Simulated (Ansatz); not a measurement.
A CCSD(T) single point on `[CH3][Al]([OH])[SH]`.

```yaml
crystal:
  periodic: [false, false, false]
  atoms:
    - {symbol: C, position_ang: [-0.068084, 0.820436, -1.117766]}
    - {symbol: Al, position_ang: [0.233067, -0.407838, 0.349640]}
    - {symbol: O, position_ang: [1.608148, -1.396475, 0.346431]}
    - {symbol: S, position_ang: [-1.137488, -0.593421, 2.050324]}
    - {symbol: H, position_ang: [-1.009191, 0.601811, -1.630474]}
    - {symbol: H, position_ang: [-0.128446, 1.853779, -0.764417]}
    - {symbol: H, position_ang: [0.739435, 0.758951, -1.850733]}
    - {symbol: H, position_ang: [1.824131, -2.025531, 1.032052]}
    - {symbol: H, position_ang: [-1.973172, 0.341988, 1.567844]}
basis:
  gaussian: {orbitals: def2-SVP}
correlation: {method: ccsd_t}
```

```sh
$ ansatz run in.yaml --threads 2 --pin off --events-out ev --progress --plain
```

Output of Ansatz, abridged:

```
Functional definition: HF
855 factors; integrals over basis functions are off by at most 1.1e-3 eV
mean field evaluation 1: about -20538.6221 eV, gradient 4.1e1 eV
mean field evaluation 2: about -20538.6295 eV, gradient 4.1e1 eV
mean field evaluation 4: about -20542.2679 eV, gradient 3.2e0 eV
mean field evaluation 8: about -20542.3062 eV, gradient 1.9e-4 eV
mean field -20542.30618774 eV, -754.9158283244 hartree, gradient 2.0e-6 eV, S^2 0.000000; 0 other end points of the search recorded, 0 dependent functions left out
12 core orbitals not correlated: weight in the atoms' cores, before any rotation towards them, 1.000 or more for the frozen orbitals, at most 0.000 for the correlated occupied ones
reference -20542.30618774 eV, -754.9158283244 hartree; 12, 12 occupied and 65, 65 virtual orbitals, 855 factors
second order -14.30867772 eV of doubles, -0.00000000 eV of singles
cycle   1  -15.02896152 eV  change   -7.2e-1 eV  update   8.5e-2
cycle   2  -15.37574330 eV  change   -3.5e-1 eV  update   2.5e-2
cycle   3  -15.46327186 eV  change   -8.8e-2 eV  update   1.4e-2
cycle   4  -15.46246145 eV  change    8.1e-4 eV  update   3.3e-3
cycle   5  -15.46104599 eV  change    1.4e-3 eV  update   1.3e-3
cycle   6  -15.46091188 eV  change    1.3e-4 eV  update   4.1e-4
cycle   7  -15.46077497 eV  change    1.4e-4 eV  update   1.3e-4
cycle   8  -15.46076563 eV  change    9.3e-6 eV  update   4.0e-5
cycle   9  -15.46077458 eV  change   -9.0e-6 eV  update   1.3e-5
perturbative correction -0.37688924 eV, -0.0138504241 hartree
Total energy: -20558.14385156 eV, -755.4978517346 hartree
```

Hardware: 2 threads of a server CPU on a shared host. Wall time 3.9 s, peak host memory 0.3 GiB.

Correlation energy per correlated electron: -0.660 eV. T1 diagnostic: 0.0118.
